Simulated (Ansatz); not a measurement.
Input file for Ansatz (a first-principles code): U-wB97X-V/def2-TZVPP on ClGaH2 (SMILES [Cl][GaH2]), a point of a bond scan (R = 4.982 Å).

Ansatz 0.2 input:
```yaml
crystal:
  periodic: [false, false, false]
  atoms:
    - {symbol: Ga, position_ang: [-0.00289679, -0.23188832, -0.67116797]}
    - {symbol: H, position_ang: [-4.50276079, -0.48775619, -2.79403091]}
    - {symbol: H, position_ang: [1.39793515, -0.58224349, -1.25325605]}
    - {symbol: Cl, position_ang: [0.00593939, 0.47544872, 1.37611916]}
basis:
  gaussian:
    orbitals: def2-TZVPP
hamiltonian:
  xc: {name: wB97X-V}
magnetization: {spin_polarized: true, initial_magnetization: 0}
```

The head of its log:

```
WARN ansatz: RAYON_NUM_THREADS=1 ignored (pool sized by the plan → 1); use --threads N
Functional definition: wB97X-V
integrals: 0.05 GiB planned
831 factors; their error is unknown
integrals: 0.09 GiB planned
165 factors; integrals over basis functions are off by at most 3.8e-5 eV
mean field: 0.73 GiB planned
mean field evaluation 1: about -64916.2627 eV, gradient 2.2e1 eV
mean field evaluation 2: about -64909.9443 eV, gradient 3.5e1 eV
```

Task: What total energy does the run end on?

Result: -2385.9276 hartree. Its determinant has ⟨S²⟩ = 1.00, a mixture of spin states.
